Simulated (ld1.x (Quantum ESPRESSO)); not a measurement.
Au (Z = 79), ultrasoft: configuration errors across variants

```json
{
 "Element": "gold",
 "Generator": "ld1.x (Quantum ESPRESSO) 7.5",
 "Type": "ultrasoft",
 "Functional": "LDA (PZ)",
 "Relativity": "fully relativistic",
 "Frozen core": "[Xe] 4f14",
 "Valence charge": "11",
 "Reference configuration": "5d9 6s0 6p0 (charge +2)",
 "Partial waves": "6s (bound, empty): rcut 1.70, rcutus 1.80 bohr; 6s channel at -0.35 Ry: rcut 1.70, rcutus 1.80 bohr; 6p (bound, empty): rcut 2.45, rcutus 2.80 bohr; 6p channel at -0.8 Ry: rcut 2.45, rcutus 2.80 bohr; 5d (bound): rcut 1.90, rcutus 2.15 bohr; 5d channel at -0.75 Ry: rcut 1.90, rcutus 2.15 bohr",
 "Local potential": "all-electron potential smoothed inside 2.55 bohr (lloc = -1)",
 "Core correction": "Bessel-smoothed model core inside 1.65 bohr",
 "Augmentation charge": "PSQ, inside the norm-conserving radii"
}
```

Open shells are filled in proportion to 2j + 1 (rel_dist='average').

All-electron excitation energies from the reference (eV): (1) 5d10 6s1 6p0 -31.312; (2) 5d10 6s0 6p0 -21.522; (3) 5d9 6s1 6p0 -18.906; (4) 5d7 6s0 6p0 82.151; (5) 5d9 6s1 6p1 -23.842; (6) 5d10 6s0 6p1 -25.969.

Tests that are not counted but printed errors over 1 eV. “base”: 5d8 6s0 6p0 (solver errors, printed error -526 eV). “core correction none”: 5d8 6s0 6p0 (solver errors, printed error -508 eV); 5d7 6s0 6p0 (solver errors, printed error -349 eV). “core correction Bessel-smoothed model core inside 0.70 bohr”: 5d8 6s0 6p0 (solver errors, printed error -530 eV); 5d7 6s0 6p0 (solver errors, printed error -457 eV). “core correction Bessel-smoothed model core inside 1.20 bohr”: 5d8 6s0 6p0 (solver errors, printed error -529 eV); 5d7 6s0 6p0 (solver errors, printed error -458 eV). “core correction Bessel-smoothed model core inside 1.40 bohr”: 5d8 6s0 6p0 (solver errors, printed error -528 eV).

A true bound ghost makes a file unfit for plane-wave use even where its test errors are small: the radial tests pick states by their node count and pass the ghost by. Where a test does run into it, the solver fails or the error is huge.

Errors AE − PS in meV (a dash: test not solved or not reliable):

```tsv
change	(1)	(2)	(3)	(4)	(5)	(6)	bound ghosts
base	+55	-279	+424	-1931	+406	-230	s
core correction none	+127	-249	+499	–	+493	-195	s
core correction Bessel-smoothed model core inside 0.70 bohr	+36	-291	+399	–	+382	-240	s
core correction Bessel-smoothed model core inside 1.20 bohr	+45	-285	+410	–	+392	-236	s
core correction Bessel-smoothed model core inside 1.40 bohr	+48	-283	+414	-1953	+396	-234	s
core correction Bessel-smoothed model core inside 1.52 bohr	+51	-281	+418	–	+401	-232	s
core correction Bessel-smoothed model core inside 1.70 bohr	+57	-278	+427	–	+410	-229	s
core correction Bessel-smoothed model core inside 1.92 bohr	+66	-273	+440	–	+423	-225	s
core correction Bessel-smoothed model core inside 2.12 bohr	+74	-268	+454	–	+437	-221	s
```

(1) Give the same row for: core correction Bessel-smoothed model core inside 0.94 bohr.

Answers

(1) +41, -288, +405, –, +387, -238; bound ghosts: s. Not counted: 5d8 6s0 6p0 (solver errors, printed error -529 eV); 5d7 6s0 6p0 (solver errors, printed error -481 eV).
